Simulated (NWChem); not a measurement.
System: BeGeH3Cl; SMILES [Cl][Be][GeH3]

NWChem input:

```
start job
memory heap 200 mb stack 900 mb global 1100 mb
geometry units angstroms noautosym nocenter noautoz
  Be     0.000000     0.000000     0.792304
  Cl     0.000000     0.000000     2.613609
  Ge     0.000000     0.000000    -1.393683
  H     -1.207384     0.765827    -1.974256
  H      1.266918     0.662712    -1.974256
  H     -0.059534    -1.428539    -1.974256
end
basis spherical
  Be library def2-svp
  Cl library def2-svp
  Ge library def2-svp
  H library def2-svp
end
dft
  xc hfexch
  iterations 150
end
tddft
  cis
  nroots 6
  notriplet
end
task tddft energy
```

NWChem printed, in part:

```
             Northwest Computational Chemistry Package (NWChem) 7.3.0
             --------------------------------------------------------

                             Geometry "geometry" -> ""
                             -------------------------

 Output coordinates in angstroms (scale by  1.889725989 to convert to a.u.)

  No.       Tag          Charge          X              Y              Z
 ---- ---------------- ---------- -------------- -------------- --------------
    1 Be                   4.0000     0.00000000     0.00000000     0.79230400
    2 Cl                  17.0000     0.00000000     0.00000000     2.61360900
    3 Ge                  32.0000     0.00000000     0.00000000    -1.39368300
    4 H                    1.0000    -1.20738400     0.76582700    -1.97425600
    5 H                    1.0000     1.26691800     0.66271200    -1.97425600
    6 H                    1.0000    -0.05953400    -1.42853900    -1.97425600

 Effective nuclear repulsion energy (a.u.)     163.7967210071

  xc_inp: hfexch multiplicative factor not found.

                                 NWChem DFT Module
                                 -----------------

 Summary of "ao basis" -> "ao basis" (spherical)
 ------------------------------------------------------------------------------
       Tag                 Description            Shells   Functions and Types
 ---------------- ------------------------------  ------  ---------------------
 Be                         def2-svp                 5        9   3s2p
 Cl                         def2-svp                 8       18   4s3p1d
 Ge                         def2-svp                12       32   5s4p3d
 H                          def2-svp                 3        5   2s1p

            General Information
            -------------------
          SCF calculation type: DFT
          Wavefunction type:  closed shell.
          No. of atoms     :     6
          No. of electrons :    56
           Alpha electrons :    28
            Beta electrons :    28
          Charge           :     0
          Spin multiplicity:     1
          Use of symmetry is: off; symmetry adaption is: off
          Maximum number of iterations: 150
          AO basis - number of functions:    74
                     number of shells:    34
          Convergence on energy requested:  1.00D-06
          Convergence on density requested:  1.00D-05
          Convergence on gradient requested:  5.00D-04

              XC Information
              --------------
                     Hartree-Fock (Exact) Exchange  1.000

      Superposition of Atomic Density Guess
      -------------------------------------

 Sum of atomic energies:       -2550.41857346

      Non-variational initial energy
      ------------------------------

[...]

                                NWChem TDDFT Module
                                -------------------

            General Information
            -------------------
           No. of orbitals :     148
            Alpha orbitals :      74
             Beta orbitals :      74
        Alpha frozen cores :       0
         Beta frozen cores :       0
     Alpha frozen virtuals :       0
      Beta frozen virtuals :       0
         Spin multiplicity :       1
    Number of AO functions :      74
        Use of symmetry is : off
      Symmetry adaption is : off
         Schwarz screening :  0.10D-07

              XC Information
              --------------
              Hartree-Fock (Exact) Exchange   1.00

             TDDFT Information
             -----------------
          Calculation type : CIS
         Wavefunction type : Restricted singlets
          No. of electrons :      56
           Alpha electrons :      28
            Beta electrons :      28
              No. of roots :       6
          Max subspacesize :    5200
            Max iterations :     100
               Target root :       1
           Target symmetry : none
      Symmetry restriction : off
                 Algorithm : Optimal
        Davidson threshold :  0.10D-03

    6 smallest eigenvalue differences (eV)
--------------------------------------------------------
  No. Spin  Occ  Vir  Irrep   E(Occ)    E(Vir)   E(Diff)
--------------------------------------------------------
    1    1   28   29 a        -0.405     0.065    12.784
    2    1   28   30 a        -0.405     0.065    12.784
    3    1   28   31 a        -0.405     0.085    13.319
    4    1   27   29 a        -0.464     0.065    14.395
    5    1   26   29 a        -0.464     0.065    14.395
    6    1   27   30 a        -0.464     0.065    14.395
--------------------------------------------------------

  Entering Davidson iterations
  Restricted singlet excited states

  Iter   NTrls   NConv    DeltaV     DeltaE      Time
  ----  ------  ------  ---------  ---------  ---------
    1      6       0     0.77E-01   0.10+100        5.3
    2     12       0     0.36E-01   0.15E-01        5.4
    3     18       0     0.47E-01   0.94E-02        6.9
    4     24       0     0.42E-01   0.75E-02        8.3
    5     30       0     0.19E-01   0.79E-02        6.4
    6     36       0     0.30E-01   0.22E-02        5.1
    7     42       0     0.27E-01   0.33E-02        4.9
    8     48       3     0.28E-01   0.20E-02        5.3
    9     51       3     0.26E-01   0.11E-02        5.7
   10     54       3     0.25E-01   0.71E-03        6.7
   11     57       3     0.78E-01   0.13E-01        7.4
   12     60       4     0.18E-01   0.31E-02        5.8
   13     62       4     0.97E-02   0.18E-03        4.8
   14     64       4     0.32E-02   0.28E-04        4.7
   15     66       4     0.57E-03   0.25E-05        6.2
   16     68       4     0.16E-03   0.89E-07        5.5
   17     70       6     0.69E-04   0.43E-08        7.3
  ----  ------  ------  ---------  ---------  ---------
  Convergence criterion met

  Ground state a       -2550.896643260847 a.u.

[...]
```

Level: Hartree-Fock/def2-SVP, CIS. Geometry: optimised at PBE0/def2-SVP.
